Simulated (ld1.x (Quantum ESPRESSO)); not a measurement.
## Before and after: TM potential for vanadium

* Element: V (Z = 23)
* Generator: ld1.x (Quantum ESPRESSO) 7.5
* Type: norm-conserving Troullier–Martins (Kleinman–Bylander form)
* Functional: LDA (PZ)
* Relativity: scalar-relativistic
* Frozen core: [Ar]
* Valence charge: 5
* Reference configuration: 3d3 4s2 4p0
* Partial waves: 4s (bound): rc 2.45 bohr; 4p (bound, empty): rc 2.60 bohr; 3d (bound): rc 1.50 bohr
* Local potential: all-electron potential smoothed inside 1.60 bohr (lloc = -1)
* Core correction: none

Change: local potential all-electron potential smoothed inside 2.02 bohr (lloc = -1).

Cutoffs: the cutoffs (Ry, on a coarse ladder) from which the occupation-weighted sum of valence levels, in a spherical-Bessel basis at the reference potential, stays within 10 and 1 mRy of its value at 400 Ry; they do not see the model core or the augmentation charge, which bear on the density cutoff. Errors are all-electron minus pseudo energies relative to the spin-unpolarised reference configuration.

Q: What does the change do?

A: The potential gets neither clearly harder nor softer (90 Ry and 100 Ry → 90 Ry and 100 Ry); the bound ghost in s disappears; the number of tests that count goes from 9 to 7; of the 7 tests that both files solve, the error grows in 3 and shrinks in 0 by more than 15 % and 0.3 meV (median size 147.9 → 149.3 meV); the range in which the s phases agree narrows (upper end 2.8 → -0.1). In the separable form a ghost depends on how the local part lies against the semilocal potential of the channel, so the choice of the local part can create or remove one. The local part now departs from the all-electron potential out to 2.02 bohr, far beyond the d radius of 1.50 bohr, and whatever the projectors do not describe feels it: the likely cause.

| quantity | base | changed |
| --- | --- | --- |
| cutoff, loose | 90 Ry | 90 Ry |
| cutoff, tight | 100 Ry | 100 Ry |
| bound ghosts | s | none |
| tests counted (converged, no solver errors) | 9 of 9 | 7 of 9 |
| error for 3d3 4s1 4p0, meV [ΔE 7.94 eV] | +6.4 | +15 |
| error for 3d3 4s0 4p0, meV [ΔE 22.49 eV] | +69 | +69 |
| error for 3d2 4s0 4p0, meV [ΔE 51.64 eV] | +174 | +149 |
| error for 3d3 4s1.5 4p0, meV [ΔE 3.18 eV] | +0.8 | +2.7 |
| error for 3d2 4s2 4p1, meV [ΔE 5.91 eV] | -148 | +371 |
| error for 3d4 4s0 4p0, meV [ΔE 7.38 eV] | -148 | -160 |
| error for 3d3 4s1 4p0 (spin-polarised), meV [ΔE 5.57 eV] | +3561 | +3605 |
| s: phases at 2.85 bohr within 0.05 rad from the reference energy up to (Ry; the scan ends near 5) | 2.8 | -0.1 |
| p: phases at 2.85 bohr within 0.05 rad from the reference energy up to (Ry; the scan ends near 5) | 0.2 | 0.4 |
| d: phases at 2.85 bohr within 0.05 rad from the reference energy up to (Ry; the scan ends near 5) | 1.2 | 1.0 |

Base: These tests converged, but a pseudo level misses the all-electron one widely, so the file describes the atom poorly there or has found another state: 3d2 4s0 4p0: empty 4s by 4.5 eV (a node warning on the way). Changed file: Tests not counted: 3d4 4s1 4p0 (solver errors, printed error +4.5 eV); 3d3 4s2 4p0 (spin-polarised) (solver errors, printed error +868 meV). These tests converged, but a pseudo level misses the all-electron one widely, so the file describes the atom poorly there or has found another state: 3d2 4s0 4p0: empty 4s by 6.7 eV (a node warning on the way). A true bound ghost makes a file unfit for plane-wave use even where its test errors are small: the radial tests pick states by their node count and pass the ghost by.
